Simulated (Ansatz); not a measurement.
One geometry of the cluster TlF₂⁻, several levels of theory.

```yaml
crystal:
  periodic: [false, false, false]
  atoms:
    - {symbol: Tl, position_ang: [-0.163951, -0.527478, -0.306191]}
    - {symbol: F, position_ang: [-1.175025, 1.258921, -0.888248]}
    - {symbol: F, position_ang: [1.338976, -0.731444, 1.194440]}
basis:
  gaussian: {orbitals: def2-TZVPD, initial_orbitals: start.molden}
total_charge: -1
magnetization: {spin_polarized: true, initial_magnetization: 2}
hamiltonian: {xc: hf}
scf: {omitted_lower_state_checks: [starts]}
output: {orbitals: {seedname: orbitals}}
```

The file start.molden holds the orbitals of an earlier run on this structure, at another level or in another basis.

```sh
$ ansatz run in.yaml --threads 4 --pin off --events-out ev --progress --plain --max-ram 3916MiB
```

It prints (some lines left out):

```
Functional definition: HF
1092 factors; their error is unknown
mean field evaluation 1: about -10079.6852 eV, gradient 1.7e1 eV
mean field evaluation 2: about -10080.6405 eV, gradient 1.1e0 eV
mean field evaluation 4: about -10080.9485 eV, gradient 3.0e-1 eV
mean field evaluation 8: about -10080.9488 eV, gradient 1.5e-5 eV
mean field -10080.94879860 eV, -370.4680352362 hartree, gradient 1.5e-5 eV, S^2 2.018512; 0 other end points of the search recorded, 0 dependent functions left out
reference -10080.94879860 eV, -370.4680352362 hartree; 21, 19 occupied and 115, 117 virtual orbitals, 1092 factors
Total energy: -10080.94879860 eV, -370.4680352362 hartree
Checks for a lower state left out: starts
```

Run time 0.75 s (4 threads of Arm Neoverse V1 on a shared host).

The first input with `hamiltonian: {xc: {name: BHLYP}, dispersion: d4}` (abridged; 1.8 s):

```
Functional definition: BHLYP
mean field -10125.21395545 eV, -372.0947497463 hartree, gradient 2.8e-5 eV, S^2 2.013010
Total energy: -10125.28324130 eV, -372.0972959541 hartree
Checks for a lower state left out: starts
```

As the first input, with `hamiltonian: {xc: pbe, dispersion: d4}` (abridged; 1.3 s):

```
Functional definition: PBE
mean field -10127.05338664 eV, -372.1623475958 hartree, gradient 3.0e-5 eV, S^2 2.002491
Total energy: -10127.09819595 eV, -372.1639943074 hartree
Checks for a lower state left out: starts
```

First input, but with `hamiltonian: {xc: {name: r2SCAN0}, dispersion: d4}` (abridged; 3.2 s):

```
Functional definition: r2SCAN0
mean field -10128.35836952 eV, -372.2103048320 hartree, gradient 1.9e-5 eV, S^2 2.011174
Total energy: -10128.36995251 eV, -372.2107304988 hartree
Checks for a lower state left out: starts
```

The first input with `hamiltonian: {xc: lda}` (abridged; 0.65 s):

```
Functional definition: SPW92
mean field -10090.03167548 eV, -370.8018248047 hartree, gradient 1.4e-5 eV, S^2 2.001587
Total energy: -10090.03171314 eV, -370.8018261889 hartree
Checks for a lower state left out: starts
```

As the first input, with `hamiltonian: {xc: pbe}`, `correlation: {method: rpa}` and without the key `output` (abridged; 2.5 s):

```
Functional definition: PBE
mean field -10127.05338359 eV, -372.1623474835 hartree, gradient 2.3e-6 eV, S^2 2.002491
6 core orbitals not correlated: weight in the atoms' cores, before any rotation towards them, 1.000 or more for the frozen orbitals, at most 0.000 for the correlated occupied ones
Total energy: -10113.18223561 eV, -371.6525921976 hartree
Checks for a lower state left out: starts
```

As the first input, with `hamiltonian: {xc: hse06, dispersion: d4}` (abridged; 1.6 s):

```
Functional definition: HSE06
mean field -10125.37080334 eV, -372.1005138000 hartree, gradient 2.5e-5 eV, S^2 2.007171
Total energy: -10125.40663381 eV, -372.1018305453 hartree
Checks for a lower state left out: starts
```

Geometry: PBE0-D4/def2-TZVPD.

In the def2 sets Tl takes a core potential; there is no spin–orbit coupling. HSE06 is defined as in plane-wave codes, on full-range PBE exchange. Correlated methods freeze 6 core orbitals; core or outer-core shells of Tl are correlated, in sets that lack core-valence functions. At BHLYP-D4/def2-TZVPD, PBE-D4/def2-TZVPD, r2SCAN0-D4/def2-TZVPD, LDA (SPW92)/def2-TZVPD and others the highest occupied level of the charge -1 triplet lies above zero (up to 1.86 eV). It is a level of α spin, whose loss leaves a doublet; that state wasn't run at this geometry and level. The electron is either unbound and held by the finite basis, or the level is raised by self-interaction error. At PBE0-D4/def2-TZVPD a singlet of charge -1 lies 3.34 eV below the triplet, each at its own geometry. The structure comes from a short search, and lower isomers may exist.
